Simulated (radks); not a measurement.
All-electron atom: O3+ in [He] 2s1.5 2p1.5 (fractional occupations, a model configuration). Calculated with a radial shooting solver on a logarithmic mesh with Libxc functionals: scalar-relativistic Kohn-Sham, r2SCAN, spin-polarised, spherical densities, finite nucleus; open shells are filled with parallel spins first; meta-GGA in the generalised Kohn-Sham scheme; Fermi nuclear charge, rms radius 2.6991 fm. Some entries of the table are withheld. Estimate them.

orbital,occ.,eigenvalue (hartree),r(max) (bohr),<1/r> (bohr^-1)
1s up,1,-21.77053,0.1291,7.646
1s down,1,-21.67470,0.1290,7.665
2s up,1,(1),0.8034,1.503
2s down,0.5,(2),0.8228,1.436
2p up,1.5,-2.47529,0.7066,1.405
2p down,0,-2.16018,0.7306,1.355

Answer. 
(1) 2s up eigenvalue (hartree): -3.05819
(2) 2s down eigenvalue (hartree): -2.75014
